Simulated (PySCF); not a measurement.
A calculated (UHF, PySCF 2.14, jorge-DZP-DKH, the spin-free X2C one-electron Hamiltonian (Gaussian nucleus)) atom or ion has these occupied shells.

```
shell  electrons  orbital energy (eV)  rms radius, mean of both spins (bohr)
   1s          2             -14404.0                                 0.0477
   2s          2              -1959.9                                  0.198
   2p          6              -1728.2                                  0.177
   3s          2              -305.00                                  0.565
   3p          6              -228.51                                  0.582
   3d         10              -101.62                                  0.609
   4s          2              -32.123                                   1.71
   4p          6              -14.071                                   2.09
```

Name the element and its charge.

Kr (krypton, neutral), in [Kr], closed-shell 1S.
